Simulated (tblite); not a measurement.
C5H8NPSi.
Numbering: `[CH:1]#[C:2][C:3](=[CH2:4])/[CH:5]=[N:6]\[SiH2:7][PH2:8]` (hydrogens: H9 on C1; H10, H11 on C4; H12 on C5; H13, H14 on Si7; H15, H16 on P8)

Computed with GFN2-xTB (tblite), gas phase: L-BFGS steps from a force-field or distance-geometry start until the largest atomic force falls under 0.01 eV/Å.

Step 37: E = -594.4553 eV
```
atom  x, y, z in Å  |  force x, y, z in eV/Å
C1     -3.0076    2.5836   -0.4729    0.013  -0.019  -0.001
C2     -2.1731    1.7431   -0.2790   -0.003  -0.003   0.039
C3     -1.1785    0.7615   -0.0317    0.042  -0.037   0.012
C4     -0.8660    0.4083    1.2216   -0.018   0.018  -0.001
C5     -0.5006    0.2328   -1.2225    0.025  -0.010  -0.038
N6      0.3426   -0.6945   -1.3122    0.009  -0.001   0.014
Si7     1.2701   -1.7654   -0.3624   -0.047  -0.004   0.020
P8      2.7326   -0.4530    0.7566    0.019  -0.008  -0.003
H9     -3.7372    3.3188   -0.6347   -0.025   0.016  -0.032
H10    -0.0969   -0.3158    1.4302   -0.014   0.026  -0.007
H11    -1.3605    0.8587    2.0650   -0.013  -0.007   0.034
H12    -0.7729    0.7395   -2.1523   -0.018   0.023  -0.003
H13     1.8958   -2.6271   -1.3674    0.022   0.004   0.038
H14     0.5689   -2.5914    0.6368    0.019   0.036  -0.026
H15     3.0460   -1.3960    1.7200   -0.005  -0.032  -0.036
H16     3.8298   -0.7942   -0.0066   -0.007   0.000  -0.008
```

Step 38: E = -594.4560 eV
```
atom  x, y, z in Å  |  force x, y, z in eV/Å
C1     -3.0093    2.5826   -0.4773    0.014  -0.018   0.000
C2     -2.1745    1.7444   -0.2750    0.003  -0.006   0.011
C3     -1.1787    0.7638   -0.0289    0.034  -0.051   0.012
C4     -0.8675    0.4102    1.2242   -0.015   0.019   0.008
C5     -0.5007    0.2341   -1.2189    0.034  -0.001  -0.049
N6      0.3446   -0.6912   -1.3103   -0.006  -0.014   0.028
Si7     1.2696   -1.7663   -0.3630   -0.022   0.013   0.030
P8      2.7356   -0.4555    0.7575    0.013  -0.034  -0.011
H9     -3.7393    3.3163   -0.6438   -0.026   0.018  -0.027
H10    -0.0990   -0.3135    1.4344   -0.004   0.016  -0.005
H11    -1.3636    0.8619    2.0655   -0.015  -0.006   0.054
H12    -0.7731    0.7401   -2.1483   -0.026   0.038  -0.022
H13     1.8962   -2.6257   -1.3698    0.017   0.005   0.041
H14     0.5707   -2.5940    0.6366    0.018   0.042  -0.030
H15     3.0497   -1.4045    1.7152   -0.003  -0.023  -0.037
H16     3.8317   -0.7938   -0.0096   -0.016   0.002  -0.003
```

Step 39: E = -594.4566 eV
```
atom  x, y, z in Å  |  force x, y, z in eV/Å
C1     -3.0113    2.5813   -0.4825    0.010  -0.013   0.000
C2     -2.1761    1.7459   -0.2703    0.008  -0.009  -0.023
C3     -1.1787    0.7658   -0.0256    0.009  -0.042   0.007
C4     -0.8695    0.4127    1.2276   -0.009   0.015   0.020
C5     -0.5004    0.2358   -1.2153    0.030   0.014  -0.041
N6      0.3468   -0.6876   -1.3072   -0.022  -0.022   0.026
Si7     1.2689   -1.7672   -0.3630    0.018   0.033   0.029
P8      2.7392   -0.4591    0.7582    0.000  -0.051  -0.015
H9     -3.7421    3.3137   -0.6551   -0.012   0.003  -0.017
H10    -0.1013   -0.3105    1.4391    0.007   0.006   0.001
H11    -1.3674    0.8654    2.0670   -0.013  -0.007   0.064
H12    -0.7736    0.7416   -2.1440   -0.025   0.045  -0.035
H13     1.8973   -2.6236   -1.3718    0.010   0.007   0.043
H14     0.5733   -2.5967    0.6361    0.007   0.037  -0.022
H15     3.0539   -1.4151    1.7088    0.003  -0.017  -0.034
H16     3.8335   -0.7935   -0.0134   -0.020   0.001  -0.003
```

Step 40: E = -594.4574 eV
```
atom  x, y, z in Å  |  force x, y, z in eV/Å
C1     -3.0132    2.5798   -0.4878    0.003  -0.004  -0.001
C2     -2.1775    1.7471   -0.2659    0.011  -0.013  -0.055
C3     -1.1787    0.7672   -0.0223   -0.022  -0.015   0.000
C4     -0.8715    0.4153    1.2315   -0.003   0.008   0.030
C5     -0.4997    0.2379   -1.2125    0.013   0.028  -0.017
N6      0.3487   -0.6843   -1.3034   -0.036  -0.022   0.008
Si7     1.2686   -1.7676   -0.3625    0.053   0.047   0.017
P8      2.7428   -0.4635    0.7587   -0.012  -0.051  -0.012
H9     -3.7449    3.3110   -0.6668    0.012  -0.020  -0.004
H10    -0.1035   -0.3073    1.4440    0.015   0.000   0.008
H11    -1.3716    0.8686    2.0695   -0.007  -0.013   0.059
H12    -0.7749    0.7442   -2.1404   -0.014   0.041  -0.037
H13     1.8987   -2.6216   -1.3726    0.003   0.007   0.043
H14     0.5759   -2.5984    0.6352   -0.008   0.027  -0.006
H15     3.0581   -1.4264    1.7014    0.011  -0.017  -0.025
H16     3.8350   -0.7932   -0.0174   -0.017  -0.002  -0.007
```

Q: Estimate the geometry and energy of step 41. (The exact step hangs on the optimiser's Hessian estimate; all steps are aligned on step 40, rigid shifts and turns removed.)

A: E = -594.4581 eV, largest force 0.083 eV/Å
```
atom  x, y, z in Å  |  force x, y, z in eV/Å
C1     -3.0147    2.5779   -0.4930   -0.005   0.004  -0.004
C2     -2.1784    1.7480   -0.2623    0.011  -0.019  -0.080
C3     -1.1786    0.7681   -0.0189   -0.044   0.019  -0.004
C4     -0.8737    0.4180    1.2358    0.004   0.000   0.032
C5     -0.4986    0.2406   -1.2104   -0.012   0.035   0.014
N6      0.3501   -0.6812   -1.2997   -0.044  -0.013  -0.017
Si7     1.2691   -1.7670   -0.3618    0.064   0.049  -0.002
P8      2.7463   -0.4686    0.7590   -0.018  -0.032  -0.001
H9     -3.7474    3.3075   -0.6787    0.032  -0.039   0.008
H10    -0.1055   -0.3041    1.4496    0.017  -0.002   0.014
H11    -1.3761    0.8716    2.0730    0.004  -0.022   0.042
H12    -0.7770    0.7478   -2.1376    0.005   0.026  -0.024
H13     1.9001   -2.6198   -1.3723   -0.001   0.006   0.038
H14     0.5779   -2.5988    0.6339   -0.022   0.017   0.010
H15     3.0626   -1.4382    1.6933    0.019  -0.023  -0.012
H16     3.8363   -0.7929   -0.0214   -0.010  -0.006  -0.015
```

The energy changes by -0.0008 eV. The first-order estimate −F·Δx gives -0.0010 eV and the mean of the old and new forces, exact on a quadratic surface, -0.0007 eV. The step makes an angle of 77° with the force vector and moves no atom by more than 0.015 Å.

The cost below is that of the whole relaxation. On an Arm Neoverse N1 with one thread (shared host), this took 2.2 s.
